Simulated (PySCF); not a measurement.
A structure optimised at PBE-D3(BJ)/def2-SVP, used in a PySCF frequency run:

```
Ge
N 1 1.8407
H 2 1.0269 1 113.48
H 2 1.0272 3 107.59 1 -126.08
H 1 1.5479 2 107.28 3 54.23
C 1 1.9501 5 115.49 2 -121.68
H 6 1.1063 1 109.94 5 -60.40
H 6 1.1072 7 108.57 1 120.04
H 6 1.1073 7 109.54 8 119.22
Cl 1 2.2133 5 106.06 2 120.54
```
Charge 0, spin multiplicity 1.

Q: Write its SMILES and formula.

A: [CH3][Ge@H]([NH2])[Cl], CH6ClGeN

Q: What are its rotational constants (standard atomic weights)?

A: 4.9635, 2.6640, 2.0185 GHz
